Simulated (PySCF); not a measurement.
SMILES FC(CF)(F)F, PBE0/def2-SVP optimised geometry.

```
8

F     -0.12     1.62     0.00
C      0.35     0.35     0.00
C     -0.13    -0.38     1.24
F      0.30     0.21     2.35
F     -1.45    -0.44     1.29
F      0.35    -1.62     1.22
H      1.45     0.35     0.00
H     -0.02    -0.19    -0.88
```

Density from PySCF 2.14.0 with PBE0/def2-TZVP at that geometry.

Minimum of the electron density along straight lines between bonded atoms, close to the bond critical point (lines longer than 1.1 times the sum of covalent radii, or with two minima, are not listed):

| bond | length / Å | ρ at the minimum / e bohr⁻³ | ∇²ρ there / e bohr⁻⁵ | position (fraction from the first atom) |
|---|---|---|---|---|
| F1–C2 | 1.357 | (withheld) | -0.12 | 0.67 |
| C2–C3 | 1.514 | 0.276 | (withheld) | 0.47 |
| C3–F4 | 1.330 | 0.291 | -0.40 | 0.34 |
| C3–F5 | 1.330 | 0.291 | -0.40 | 0.34 |
| C3–F6 | 1.336 | 0.287 | -0.42 | 0.34 |
| C2–H7 | 1.102 | 0.283 | -1.01 | 0.66 |
| C2–H8 | 1.102 | 0.283 | -1.01 | 0.66 |

**Question.** Fill in the missing entries.

**Answer.** 
- F1–C2, ρ at the minimum / e bohr⁻³: 0.259
- C2–C3, ∇²ρ there / e bohr⁻⁵: -0.79
